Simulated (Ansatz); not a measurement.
One change: `N=[CH][GeH2][CH2]Cl` becomes `[OH][GeH2][CH2]Cl`.

Ansatz, PBE0-D4/def2-TZVP geometries, multiplicity 1. Each molecule was computed in one conformer, which needn't be the lowest.

Scalar relativity is left out up to krypton.

```tsv
property	`N=[CH][GeH2][CH2]Cl`
LUMO energy (PBE0/def2-TZVPP) / eV	-0.98
size of the dipole moment (PBE/def2-TZVPP) / D	2.36
size of the dipole moment (B3LYP/def2-TZVPP) / D	2.51
HOMO energy (PBE/def2-TZVPP) / eV	-5.86
HOMO–LUMO gap (PBE0/def2-TZVPP) / eV	6.25
HOMO energy (PBE0/def2-TZVPP) / eV	-7.23
```

(1) What does the change do to each property? (An estimate is asked.)

Results:

(1) The calculation gave: 
```tsv
property	`[OH][GeH2][CH2]Cl`	shift
LUMO energy (PBE0/def2-TZVPP) / eV	0.04	1.02
size of the dipole moment (PBE/def2-TZVPP) / D	1.53	-0.83
size of the dipole moment (B3LYP/def2-TZVPP) / D	1.66	-0.85
HOMO energy (PBE/def2-TZVPP) / eV	-6.64	-0.78
HOMO–LUMO gap (PBE0/def2-TZVPP) / eV	8.07	1.82
HOMO energy (PBE0/def2-TZVPP) / eV	-8.04	-0.81
```

With PBE0 the HOMO falls by 0.81 eV and the LUMO rises by 1.02 eV, so the gap widens by about 1.83 eV. PBE moves the HOMO by -0.78 eV and ωB97M-V by -0.78 eV. Dipoles are sizes alone; their direction can turn.

B3LYP here is the variant with VWN-RPA as its local correlation; programs differ in this.
